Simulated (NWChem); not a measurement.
## GeI₂

```xyz
3

Ge     0.0000     0.0000    -1.2292
I     -2.0323     0.0000     0.3711
I      2.0323     0.0000     0.3711
```
Charge 0, spin multiplicity 1.

All runs are NWChem calculations. The geometry was optimised at PBE/def2-SVP with def2 effective core potentials on I, a minimum by its harmonic frequencies.

Symmetry labels belong to the abelian group C2v used in the runs, with the axes of the coordinates shown; states degenerate in a higher group split over its labels.

Effective core potentials replace the inner electrons of I; spin-orbit coupling is left out. The correlated methods keep 17 core orbitals frozen. The structure started from a generated list of species.

**Question.** List the 4 singlet excitations that EOM-CCSD/def2-SVP with def2 effective core potentials on I, 17 core orbitals frozen gives, with oscillator strengths.

**Answer.** 
```
state  symmetry  energy (eV)  wavelength (nm)      f
-----  --------  -----------  ---------------  -----
1            b2         2.80              442  0.005
2            a2         3.14              395  0.000
3            b1         3.67              338  0.085
4            a1         4.38              283  0.009
```
These are the lowest roots of each symmetry, so higher states are missing between them.
